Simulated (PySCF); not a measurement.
A side-by-side comparison of computed properties.

First species: C2H6FPSi2.
Geometry (GFN2-xTB, Å), atoms numbered from 1 in this order:
```
atom  x, y, z in Å
C1     2.8665    0.9990    0.3536
C2     2.0576    0.1145    0.4534
Si3    0.7597   -1.1977    0.5942
F4     1.2112   -2.3750   -0.4202
Si5   -1.3162   -0.4872   -0.1442
P6    -2.1400    1.0036    1.3124
H7     3.5871    1.7613    0.2673
H8     0.8993   -1.8272    1.9044
H9    -1.2876    0.0656   -1.5097
H10   -2.3196   -1.5632   -0.1720
H11   -3.0837    1.5075    0.4415
H12   -1.2330    1.9983    0.9996
```

Second species: C5H10O2Si.
SMILES with atom numbers: `[CH2:1]=[C:2]1[O:3][SiH2:4][CH2:5][CH2:6][C@H:7]1[OH:8]` (hydrogens: H9, H10 on C1; H11, H12 on Si4; H13, H14 on C5; H15, H16 on C6; H17 on C7; H18 on O8)

Cartesian coordinates in Å at the GFN2-xTB level; atoms count from 1:
```
atom  x, y, z in Å
C1     2.352    1.073    0.128
C2     1.134    0.617   -0.134
O3     0.182    1.404   -0.668
Si4   -1.368    0.919   -0.908
C5    -1.773   -0.359    0.443
C6    -0.473   -0.796    1.125
C7     0.689   -0.803    0.122
O8     0.202   -1.370   -1.079
H9     3.105    0.436    0.551
H10    2.613    2.098   -0.065
H11   -2.047    2.196   -0.704
H12   -1.533    0.387   -2.259
H13   -2.459    0.030    1.193
H14   -2.250   -1.231    0.000
H15   -0.212   -0.110    1.934
H16   -0.585   -1.795    1.552
H17    1.532   -1.389    0.514
H18    0.882   -1.301   -1.757
```

Levels: B3LYP/def2-SVPD for HOMO energy, LUMO energy, HOMO–LUMO gap and static isotropic polarisability; TDDFT B3LYP/def2-SVPD for lowest singlet excitation; TDA B3LYP/def2-SVPD for lowest triplet excitation (Tamm–Dancoff). Geometries: GFN2-xTB. All species are isolated and taken at one optimised geometry, non-relativistic unless stated; the electronic structure was computed with PySCF and density fitting.

Dipoles, sizes and rotational constants follow the conformer. The torsions of the flexible species, by atom-mapped SMILES:
- `[CH:1]#[C:2][Si@H:3]([F:4])[SiH2:5][PH2:6]`: C2–Si3–Si5–P6 -71°, H–P6–Si5–Si3 163°, H–P6–Si5–Si3 70°

The conformers of `C=C1O[SiH2]CC[C@H]1O` aren't listed.

```json
{"property": "HOMO energy", "column X": "-6.55 eV", "column Y": "-7.45 eV"}
{"property": "LUMO energy", "column X": "-0.13 eV", "column Y": "-1.52 eV"}
{"property": "HOMO–LUMO gap", "column X": "6.42 eV", "column Y": "5.93 eV"}
{"property": "lowest singlet excitation", "column X": "5.63 eV", "column Y": "5.12 eV"}
{"property": "lowest triplet excitation (Tamm–Dancoff)", "column X": "4.30 eV", "column Y": "4.87 eV"}
{"property": "static isotropic polarisability", "column X": "90.9 au", "column Y": "103.7 au"}
```

Problem. Which column belongs to which species?

Solution. Column X is the second species and column Y the first. The first has 12 atoms and 70 electrons, the second 18 and 70.

Problem. How does each property change from the first species to the second?

Solution. HOMO energy +0.90 eV; LUMO energy +1.39 eV; HOMO–LUMO gap +0.49 eV; lowest singlet excitation +0.51 eV; lowest triplet excitation (Tamm–Dancoff) -0.57 eV; static isotropic polarisability -12.8 au.

On the first: No computed singlet falls in the visible range (750 to 380 nm, 1.65 to 3.26 eV); S1 lies 1.86 eV above its blue end. The principal polarisabilities are 86.7, 104.5 and 119.9 au; their mean is the isotropic value.

On the second: In wavenumbers S1 is 45400 cm⁻¹ (1 eV = 8065.54 cm⁻¹). No computed singlet falls in the visible range (750 to 380 nm, 1.65 to 3.26 eV); S1 lies 2.37 eV above its blue end.
